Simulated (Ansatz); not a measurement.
H$_{6}$N$_{2}$SSi (`N[SiH](N)S`), one more setting.

```yaml
crystal:
  periodic: [false, false, false]
  atoms:
    - {symbol: N, position_ang: [-1.389225, 0.684836, -0.100346]}
    - {symbol: Si, position_ang: [0.192848, 0.121849, 0.207241]}
    - {symbol: N, position_ang: [0.087520, -1.576487, 0.286707]}
    - {symbol: S, position_ang: [1.732806, 0.404848, -1.267389]}
    - {symbol: H, position_ang: [-1.890326, 0.373164, -0.917522]}
    - {symbol: H, position_ang: [-1.632188, 1.632084, 0.140224]}
    - {symbol: H, position_ang: [0.626063, 0.890053, 1.406151]}
    - {symbol: H, position_ang: [0.909433, -2.154422, 0.245016]}
    - {symbol: H, position_ang: [-0.674603, -2.017720, 0.773932]}
    - {symbol: H, position_ang: [2.120771, 1.590496, -0.771213]}
basis:
  gaussian: {orbitals: def2-SVP}
total_charge: 1
magnetization: {spin_polarized: true, initial_magnetization: 1}
hamiltonian: {xc: {name: PBE-QIDH}}
output: {forces: true}
```

```sh
$ ansatz run in.yaml --threads 2 --pin off --events-out ev --progress --plain --max-ram 4352MiB
```

It prints (some lines left out):

```
Functional definition: PBE-QIDH
926 factors; integrals over basis functions are off by at most 1.2e-3 eV
mean field evaluation 1: about -21743.1194 eV, gradient 4.8e1 eV
mean field evaluation 2: about -21743.1203 eV, gradient 4.8e1 eV
mean field evaluation 4: about -21752.2422 eV, gradient 1.0e1 eV
mean field evaluation 8: about -21752.9367 eV, gradient 2.9e-1 eV
mean field evaluation 16: about -21752.9462 eV, gradient 2.9e-2 eV
mean field evaluation 32: about -21752.8418 eV, gradient 6.0e-1 eV
mean field -21752.94637815 eV, -799.4060347202 hartree, gradient 9.0e-6 eV, S^2 0.762616; 4 other end points of the search recorded, 0 dependent functions left out
12 core orbitals not correlated: weight in the atoms' cores, before any rotation towards them, 1.000 or more for the frozen orbitals, at most 0.000 for the correlated occupied ones
reference -21752.94638759 eV, -799.4060350674 hartree; 13, 12 occupied and 69, 70 virtual orbitals, 926 factors
second order -17.04396270 eV of doubles, -0.00000000 eV of singles
Total energy: -21758.62770849 eV, -799.6148197596 hartree
Atom 0 at    -1.389225     0.684836    -0.100346 Å, force     0.661147     0.267595    -0.791123 eV/Å
Atom 1 at     0.192848     0.121849     0.207241 Å, force    -1.194302    -1.464425     2.757460 eV/Å
Atom 2 at     0.087520    -1.576487     0.286707 Å, force     0.453345     0.921252    -0.529984 eV/Å
Atom 3 at     1.732806     0.404848    -1.267389 Å, force     0.389774     0.204415    -0.984833 eV/Å
Atom 4 at    -1.890326     0.373164    -0.917522 Å, force    -0.372041    -0.203757    -0.226531 eV/Å
Atom 5 at    -1.632188     1.632084     0.140224 Å, force    -0.203640     0.389207     0.151903 eV/Å
Atom 6 at     0.626063     0.890053     1.406151 Å, force     0.192591     0.075636    -0.495520 eV/Å
Atom 7 at     0.909433    -2.154422     0.245016 Å, force     0.113518    -0.330578     0.011062 eV/Å
Atom 8 at    -0.674603    -2.017720     0.773932 Å, force    -0.207731    -0.112944     0.122496 eV/Å
Atom 9 at     2.120771     1.590496    -0.771213 Å, force     0.167339     0.253598    -0.014930 eV/Å
Dipole moment:     0.106149     0.385145    -0.136402 e Å
```

Hardware: 2 threads of an Arm Neoverse V1 on a shared host. Wall time 18 s, peak host memory 0.42 GiB.
